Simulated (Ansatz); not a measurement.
Species: furan-3-ylsilane, C4H6OSi, charge 0, multiplicity 1. 
Structure (B3LYP-D3(BJ)/def2-TZVP (Ansatz, a quantum-chemistry and plane-wave program) minimum search):
```
C
C 1 1.3617
O 2 1.3586 1 111.43
C 3 1.3637 2 106.68 1 0.00
C 4 1.3525 3 110.26 2 0.00
H 4 1.0754 5 133.76 1 180.00
H 2 1.0762 3 115.75 4 -180.00
H 5 1.0773 4 126.12 6 0.00
Si 1 1.8528 2 126.19 7 0.00
H 9 1.4814 1 108.70 2 0.00
H 9 1.4823 10 109.21 1 121.14
H 9 1.4823 10 109.21 11 117.72
```

Quantity: vertical ionisation energy (to the doublet state of charge +1; each state is the SCF solution reached for its spin; for the singlet the Hartree-Fock reference is unstable and T1 is 0.014), in eV. Correlated levels leave the core frozen unless marked. Open shells are spin-unrestricted. No spin-orbit coupling. Non-relativistic. CBS marks a two-point X^-3 extrapolation of the correlation energy; Hartree-Fock from the larger set. The bracket is a focal-point correction in the basis named.

```
level                                                                      program  vertical ionisation energy (eV)  minus last row
-------------------------------------------------------------------------  -------  -------------------------------  --------------
HF/aug-cc-pV(T+d)Z                                                          Ansatz                             7.58           -1.56
PBE/def2-TZVPD                                                              Ansatz                             8.84           -0.30
B3LYP/def2-TZVPD                                                            Ansatz                             8.89           -0.25
BHLYP/def2-TZVPD                                                            Ansatz                             8.68           -0.46
CAM-B3LYP/def2-TZVPD                                                        Ansatz                             8.94           -0.20
wB97M-V/def2-TZVPD                                                          Ansatz                             8.93           -0.21
MP2/aug-cc-pV(D+d)Z                                                         Ansatz                             9.20            0.06
MP2/aug-cc-pV(T+d)Z                                                         Ansatz                             9.33            0.19
RI-MP2/aug-cc-pV(T+d)Z                                                      Ansatz                             9.33            0.19
SCS-MP2/aug-cc-pV(D+d)Z                                                     Ansatz                             9.12           -0.02
CCSD/aug-cc-pV(D+d)Z                                                        Ansatz                             8.86           -0.28
CCSD/aug-cc-pV(T+d)Z                                                        Ansatz                             8.95           -0.19
CCSD(T)/aug-cc-pV(D+d)Z                                                     Ansatz                             8.95           -0.19
CCSD(T)/aug-cc-pV(T+d)Z                                                     Ansatz                             9.06           -0.08
RI-MP2/CBS(aug-cc-pV(T+d)Z,aug-cc-pV(Q+d)Z)+[CCSD(T)-MP2]/aug-cc-pV(T+d)Z   Ansatz                             9.14            0.00
```
